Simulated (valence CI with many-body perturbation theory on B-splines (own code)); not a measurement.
## Ladder of approximations for Br XXX

Calculated by configuration interaction combined with many-body perturbation theory (CI+MBPT): four valence electrons over a frozen Dirac-Fock core [He], a basis of 11 s, 11 p, 9 d, 7 f, 5 g, 2 h, 1 i functions for each j, with the one-electron correlation potential Σ1 (screened to all orders), the two-electron term Σ2, the three-electron term Σ3, Breit, model QED; selected single and double excitations, second order for the rest (own B-spline code, finite nucleus).

The last digits are not significant, and no measured levels were compared; by estimate large intervals hold to a few tenths of a per cent, small ones and those within an open d or f shell to about a per cent. Among the levels kept, up to 300 cm⁻¹ of a level comes from second order outside the variational space, and about a tenth of that is noise between levels of different J, which matters for small intervals.

Each rung adds one term. CI alone is the Dirac-Coulomb CI over the frozen core; QED comes last and gives the full result, which names the levels. Energies are above (2s^2 2p1/2^2) J=0 on the same rung, in Ry.

Levels are named by their leading jj configuration (3d3/2^4 stands for four electrons in 3d with j = 3/2), which in mixed levels can hold well under half, so a name can repeat and another be missing. Letters in brackets count levels of one name in rising energy.

| Level | CI alone | Σ1 | Σ2 | Σ3 | Breit | QED | Full |
| --- | --- | --- | --- | --- | --- | --- | --- |
| (2s^2 2p1/2 2p3/2) J=1 | 3.223 | +0.0024 | -0.0029 | +0.0008 | -0.0876 | +0.0090 | 3.145 |
| (2s^2 2p1/2 2p3/2) J=2 | 3.999 | +0.0026 | -0.0012 | -0.0006 | -0.1479 | +0.0093 | 3.861 |
| (2s^2 2p3/2^2) J=2 | 7.721 | +0.0048 | -0.0009 | -0.0008 | -0.2067 | +0.0165 | 7.534 |
| (2s^2 2p3/2^2) J=0 | 9.355 | +0.0046 | +0.0065 | -0.0039 | -0.1488 | +0.0140 | 9.228 |
| (2s 2p1/2^2 2p3/2) J=2 | 10.034 | -0.0113 | -0.0074 | +0.0016 | -0.0632 | -0.0822 | 9.872 |
| (2s 2p1/2^2 2p3/2) J=1 | 13.197 | -0.0116 | -0.0120 | -0.0038 | -0.0182 | -0.0844 | 13.067 |
| (2s 2p1/2 2p3/2^2) J=2 [a] | 14.102 | -0.0101 | -0.0093 | -0.0018 | -0.0756 | -0.0791 | 13.926 |
| (2s 2p1/2 2p3/2^2) J=3 | 15.284 | -0.0096 | -0.0097 | -0.0023 | -0.1800 | -0.0772 | 15.006 |
| (2s 2p1/2 2p3/2^2) J=0 | 16.658 | -0.0094 | -0.0058 | -0.0038 | -0.0598 | -0.0773 | 16.501 |
| (2s 2p1/2 2p3/2^2) J=1 [a] | 17.075 | -0.0093 | -0.0125 | -0.0045 | -0.0965 | -0.0768 | 16.875 |
| (2s 2p1/2 2p3/2^2) J=2 [b] | 17.680 | -0.0092 | -0.0149 | -0.0052 | -0.1479 | -0.0764 | 17.427 |
| (2s 2p1/2 2p3/2^2) J=1 [b] | 18.498 | -0.0099 | -0.0268 | -0.0086 | -0.0818 | -0.0797 | 18.291 |
| (2s 2p3/2^3) J=2 | 20.711 | -0.0077 | -0.0167 | -0.0063 | -0.1780 | -0.0716 | 20.430 |
| (2s 2p3/2^3) J=1 | 22.968 | -0.0074 | -0.0242 | -0.0092 | -0.1703 | -0.0712 | 22.686 |
| (2p1/2^2 2p3/2^2) J=2 | 26.353 | -0.0238 | -0.0347 | -0.0088 | -0.0260 | -0.1710 | 26.089 |
| (2p1/2^2 2p3/2^2) J=0 | 28.039 | -0.0233 | -0.0326 | -0.0094 | +0.0201 | -0.1694 | 27.825 |
| (2p1/2 2p3/2^3) J=1 | 29.901 | -0.0215 | -0.0344 | -0.0086 | -0.0795 | -0.1637 | 29.593 |
| (2p1/2 2p3/2^3) J=2 | 30.831 | -0.0215 | -0.0314 | -0.0086 | -0.1300 | -0.1638 | 30.475 |
| (2p3/2^4) J=0 | 35.542 | -0.0189 | -0.0298 | -0.0095 | -0.1421 | -0.1544 | 35.187 |

The middle columns are the shifts that each term adds.

Problem. How does the ionisation energy move along the ladder, and which term matters most?

Solution. CI alone 3369.6, + Σ1 3369.9, + Σ2 3369.9, + Σ3 3369.8, + Breit 3366.7, + QED 3366.8 eV. The largest step is Breit, -3.0 eV. NIST lists 3361 ± 3 eV (semi-empirical).
